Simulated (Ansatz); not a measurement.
Cl2HNbO2, SMILES `[O]=[Nb]([OH])([Cl])[Cl]`. The species carries charge 0 and has multiplicity 1. Nb takes the def2 core potential. All single points use the PBE0-D4/def2-TZVP geometry. It is one conformer, not always the lowest.

```xyz
6

O     0.117    1.321    1.191
Nb   -0.039    0.340   -0.166
O     0.122   -1.436    0.403
Cl   -2.108    0.700   -1.081
Cl    1.642    0.864   -1.630
H     0.266   -1.789    1.283
```

Q: What is the dipole moment at B3LYP/def2-TZVPP? (An estimate is asked.)

A: Ansatz gave: 2.37 D, with components (0.23, -2.16, 0.94) D in this frame, pointing from negative to positive charge.

Q: And with PBE, r2SCAN, ωB97M-V? (Best estimate.)

A: Computed: PBE 2.39 D, r2SCAN 2.44 D, ωB97M-V 2.40 D.

Q: Give the Mulliken charges with B3LYP, r2SCAN, PBE in def2-TZVPP. (Estimate.)

A: The calculation gave: 
```json
{"atom": "O1", "B3LYP": "-0.48", "r2SCAN": "-0.47", "PBE": "-0.42"}
{"atom": "Nb2", "B3LYP": "1.35", "r2SCAN": "1.35", "PBE": "1.20"}
{"atom": "O3", "B3LYP": "-0.48", "r2SCAN": "-0.49", "PBE": "-0.43"}
{"atom": "Cl4", "B3LYP": "-0.31", "r2SCAN": "-0.31", "PBE": "-0.29"}
{"atom": "Cl5", "B3LYP": "-0.31", "r2SCAN": "-0.31", "PBE": "-0.29"}
{"atom": "H6", "B3LYP": "0.22", "r2SCAN": "0.24", "PBE": "0.22"}
```

B3LYP here is the variant with VWN-RPA as its local correlation; programs differ in this.
